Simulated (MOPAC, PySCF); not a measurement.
C₄H₇NSi, SMILES `N#C/C=C\C[SiH3]`, neutral singlet in the gas phase. 

Cartesian coordinates (Å):
SMILES: C(=C/C[SiH3])/C#N
```xyz
13

N      2.4045     1.2788     1.6031
C      2.0970     0.3881     0.9377
C      1.7075    -0.7053     0.1166
C      0.6207    -0.6646    -0.6663
C     -0.3377     0.4615    -0.7673
Si    -1.8666     0.1605     0.3221
H      2.3363    -1.5848     0.1518
H      0.3983    -1.5512    -1.2505
H     -0.6867     0.5796    -1.7961
H      0.1156     1.4024    -0.4485
H     -1.4531     0.0787     1.7388
H     -2.8278     1.2712     0.1339
H     -2.5080    -1.1148    -0.0753
```
Charge 0, multiplicity 1.

All levels are single points at this geometry (B3LYP-D3(BJ)/def2-TZVP); Pople sets use spherical d functions. Orbital energies aren't observables, and empty levels follow the basis.

| level | HOMO (eV) | LUMO (eV) | gap (eV) | dipole (D) | vertical IE, Delta-SCF (eV) |
|---|---|---|---|---|---|
| B3LYP-D3(BJ)/def2-TZVP in PySCF | -7.50 | -1.66 | 5.84 | 4.17 | 9.60 |
| M06-2X/def2-TZVP in PySCF | -8.81 | -0.56 | 8.26 | 4.17 | 9.82 |
| B3LYP/LANL2DZ in PySCF | -7.43 | -1.43 | 6.00 | 4.22 | – |
| BP86/6-31G* in PySCF | -6.44 | -2.11 | 4.33 | 3.93 | – |
| PBE/6-31G* in PySCF | -6.34 | -2.01 | 4.33 | 3.90 | 9.27 |
| PM7 in MOPAC | -10.35 | -0.38 | 9.97 | 4.23 | – |
